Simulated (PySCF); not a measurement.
Correlation energy of Rh²⁺ (rhodium, charge +2)

[Kr] 4d6 5p1, one real determinant (an excited configuration). All numbers are calculated (PySCF 2.14, scalar relativity through the core potential, in def2-QZVPPD with the def2 core potential (28 electrons) (7s5p4d4f2g, 88 functions)). Frozen: nothing; 15 electrons correlated.

```json
{"level": "CCSD", "correlation energy (mhartree)": "-473.81"}
{"level": "(T)", "correlation energy (mhartree)": "-12.28"}
{"level": "CCSD(T)", "correlation energy (mhartree)": "-486.09"}
```

Diagnostics: T1 = 0.0074, D1 = 0.0373, largest double amplitude 0.048.

The real determinant used has ⟨L²⟩ near 8 against 12 for a pure F term, so it mixes terms.

Cost of the coupled-cluster step: roughly 80 core-seconds, for 15 correlated electrons.

The reference is one real determinant that mixes LS terms of this configuration.

The basis has no tight functions for the innermost shells, so their pair energies are far from complete.

This basis was not built for core-valence correlation, so the inner-shell part is incomplete.
